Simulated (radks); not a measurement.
The chromium ion Cr2+, 22 electrons, occupied as [Ar] 3d4.

All-electron calculation, scalar-relativistic Kohn-Sham, Slater X-alpha with alpha = 0.938, spin-polarised, spherical densities, point nucleus; open shells are filled with parallel spins first. Program: a radial shooting solver on a logarithmic mesh with Libxc functionals.

Energy parts (Ry):
| part | energy |
|---|---|
| total | -2128.03371 |
| kinetic | 2151.37643 |
| electron-nucleus | -5023.29459 |
| Hartree | 870.34928 |
| exchange | -126.46483 |

Orbitals (lengths in bohr, moments of r in powers of bohr; <r^-3> diverges for s and p1/2):
1s up: occ. 1; eigenvalue (Ry) -438.2856; <r^2> 0.005403; <r^4> 0.00007501; <1/r> 23.93
1s down: occ. 1; eigenvalue (Ry) -438.2881; <r^2> 0.005403; <r^4> 0.00007500; <1/r> 23.93
2s up: occ. 1; eigenvalue (Ry) -51.94248; <r^2> 0.1003; <r^4> 0.01763; <1/r> 5.083
2s down: occ. 1; eigenvalue (Ry) -51.73298; <r^2> 0.09979; <r^4> 0.01741; <1/r> 5.097
2p up: occ. 3; eigenvalue (Ry) -44.27800; <r^-3> 370.8; <r^2> 0.08161; <r^4> 0.01361; <1/r> 4.996
2p down: occ. 3; eigenvalue (Ry) -44.11770; <r^-3> 372.9; <r^2> 0.08101; <r^4> 0.01339; <1/r> 5.009
3s up: occ. 1; eigenvalue (Ry) -7.56709; <r^2> 0.9024; <r^4> 1.310; <1/r> 1.597
3s down: occ. 1; eigenvalue (Ry) -7.05967; <r^2> 0.9108; <r^4> 1.341; <1/r> 1.588
3p up: occ. 3; eigenvalue (Ry) -5.45064; <r^-3> 46.01; <r^2> 1.025; <r^4> 1.812; <1/r> 1.470
3p down: occ. 3; eigenvalue (Ry) -4.95131; <r^-3> 45.13; <r^2> 1.042; <r^4> 1.888; <1/r> 1.458
3d up: occ. 4; eigenvalue (Ry) -2.14264; <r^-3> 3.976; <r^2> 1.588; <r^4> 5.657; <1/r> 1.158
3d down: occ. 0; eigenvalue (Ry) -1.66551; <r^-3> 3.782; <r^2> 1.763; <r^4> 7.411; <1/r> 1.125

The highest occupied level is 3d up at -29.152 eV. Summed over all electrons, <r^2> = 15.06 bohr^2, which gives a Langevin (diamagnetic) susceptibility term of -11.9 x 10^-6 cm^3/mol. Spin moment in Bohr magnetons: 4. For comparison, the ionisation energy in NIST's Atomic Spectra Database is 30.96 eV (measured). In exact Kohn-Sham theory the highest level is minus the ionisation energy, but local and semilocal functionals leave it too shallow, through self-interaction and a potential that decays too fast; potentials with the right tail come closer. The density falls to 0.001 e/bohr^3 at r = 2.92 bohr.
